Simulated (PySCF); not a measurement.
# `InChI=1S/C3H9BNO2/c1-3-2-6-4(5)7-3/h3-4H,2,5H2,1H3/q-1/t3-,4-/m0/s1`, charge -1

Geometry (Å), atoms numbered from 1 in this order:
```xyz
16

C    -2.1526    0.3047   -0.2941
C    -0.7760    0.2957    0.3867
C    -0.2640   -1.1484    0.6678
O     0.9331   -1.2954    0.0011
B     1.4348    0.0904   -0.2977
N     2.2931    0.6169    0.8925
O     0.1732    0.8961   -0.4170
H    -2.9035   -0.1489    0.3540
H    -2.4460    1.3292   -0.5184
H    -2.0965   -0.2517   -1.2271
H    -0.8669    0.8403    1.3520
H    -0.9851   -1.9065    0.3071
H    -0.1404   -1.2965    1.7593
H     2.0420    0.0978   -1.3596
H     2.6261    1.5504    0.6693
H     3.1210    0.0349    0.9801
```

Total charge -1.

Computed, not measured: TDDFT wB97X-D/def2-SVPD circular dichroism and optical rotation, one conformer, gas phase in PySCF 2.14.0. Geometry: GFN2-xTB.

The molecule is flexible and this is one conformer; a measurement averages over conformers. For a gas-phase anion, states above the detachment energy (about 3.2 eV, taken as minus the energy of the highest occupied orbital) lie in the continuum and depend on the basis.

Q: Draw the ECD and absorption spectra from the lowest 12 states, each a Gaussian of half-width 0.3 eV at 1/e height.

A: 
```csv
E (eV),λ (nm),Δε (L mol⁻¹ cm⁻¹),ε (L mol⁻¹ cm⁻¹)
4.48,277,-0.02,5.74
4.58,271,-0.04,15.6
4.68,265,-0.09,34
4.78,259,-0.16,59.2
4.88,254,-0.22,82.6
4.98,249,-0.25,92.5
5.08,244,-0.22,83.6
5.18,239,-0.14,64.6
5.28,235,-0.01,57.7
5.38,231,+0.26,101
5.48,226,+0.96,262
5.58,222,+2.52,635
5.68,218,+5.22,1290
5.78,215,+8.49,2170
5.88,211,+10.50,3050
5.98,207,+9.07,3670
6.08,204,+3.71,3950
6.18,201,-3.08,4100
6.28,197,-7.27,4330
6.38,194,-6.49,4660
6.48,191,-1.73,4990
6.58,188,+3.99,5280
6.68,186,+8.00,5700
6.78,183,+9.20,6500
6.88,180,+8.24,7860
6.98,178,+7.06,9570
```
Δε uses R in velocity form, ε uses f in length form. Only the states computed contribute, so the short-wavelength end is incomplete.
